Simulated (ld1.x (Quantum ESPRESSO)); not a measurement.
Before and after: TM potential for potassium (K)

```
Element                 : potassium
Generator               : ld1.x (Quantum ESPRESSO) 7.5
Type                    : norm-conserving Troullier–Martins (Kleinman–Bylander form)
Functional              : PBE
Relativity              : scalar-relativistic
Frozen core             : [Ar]
Valence charge          : 1
Reference configuration : 4s1 4p0
Partial waves           : 4s (bound): rc 3.45 bohr; 4p (bound, empty): rc 4.20 bohr; 3d channel at 0.1 Ry: rc 4.20 bohr
Local potential         : the d channel
Core correction         : a·sin(br)/r model core inside 3.25 bohr
```

Change: local potential the s channel.

Cutoffs: the cutoffs (Ry, on a coarse ladder) from which the occupation-weighted sum of valence levels, in a spherical-Bessel basis at the reference potential, stays within 10 and 1 mRy of its value at 400 Ry; they do not see the model core or the augmentation charge, which bear on the density cutoff. Errors are all-electron minus pseudo energies relative to the spin-unpolarised reference configuration.

Question: Predict the effect on cutoff, ghosts and configuration errors.

Answer: Both files are so soft that the ladder of cutoffs tells neither apart; the bound ghost in s disappears. In the separable form a ghost depends on how the local part lies against the semilocal potential of the channel, so the choice of the local part can create or remove one.

```csv
quantity,base,changed
"cutoff, loose",6 Ry,6 Ry
"cutoff, tight",6 Ry,6 Ry
bound ghosts,s,none
"error for 4s0.5 4p0, meV [ΔE 1.64 eV]",+4.6,+5.5
"error for 4s0 4p1, meV [ΔE 1.55 eV]",+17,+17
s: phases at 4.54 bohr within 0.05 rad from the reference energy up to (Ry; the scan ends near 5),1.0,0.9
p: phases at 4.54 bohr within 0.05 rad from the reference energy up to (Ry; the scan ends near 5),0.6,1.3
d: phases at 4.54 bohr within 0.05 rad from the reference energy up to (Ry; the scan ends near 5),0.3,0.4
```

 A true bound ghost makes a file unfit for plane-wave use even where its test errors are small: the radial tests pick states by their node count and pass the ghost by.
